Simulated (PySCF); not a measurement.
Species: sum formula Si3N2H11 (charge +1, singlet). It need not be the lowest isomer of its formula. SMILES: [SiH3]N[SiH2][NH2+][SiH3]
Geometry from a B3LYP-D3(BJ)/def2-TZVP (Ansatz) optimisation:
```xyz
16

Si     0.0869    -0.6502     0.6508
N     -1.1100     0.7946     0.3371
Si    -2.8856     0.3083     0.0201
N      1.6724    -0.1193     0.4713
Si     2.6225    -0.0543    -1.0209
H     -0.2838    -1.0156     2.0234
H     -0.3594    -1.5736    -0.3994
H     -1.0603     1.4372     1.1306
H     -3.1421    -0.7366     1.0209
H     -2.8660    -0.1815    -1.3635
H     -3.6658     1.5361     0.2218
H      2.1678     0.1220     1.3217
H      3.6719    -1.0881    -1.0143
H      1.6239    -0.3053    -2.0835
H      3.2038     1.2944    -1.1557
H     -0.7596     1.3315    -0.4596
```
Charge +1, spin multiplicity 1.

Dispersion corrections to the total energy (kcal/mol) from the dftd3 and dftd4 libraries through PySCF: D3(BJ) without and D4 with the three-body term, each with the damping fitted for the functional named.

```
functional  D3(BJ)      D4
----------  ------  ------
B2GP-PLYP      ___   -3.58
BLYP        -20.41  -17.82
r2SCAN       -2.83   -2.11
LC-wPBE      -9.48     ___
BHLYP       -13.72  -10.54
PW6B95         ___   -6.85
revPBE      -22.65  -23.52
```

Problem. Complete the blanks.

Solution. 
- B2GP-PLYP, D3(BJ): -7.30
- LC-wPBE, D4: -9.23
- PW6B95, D3(BJ): -5.48
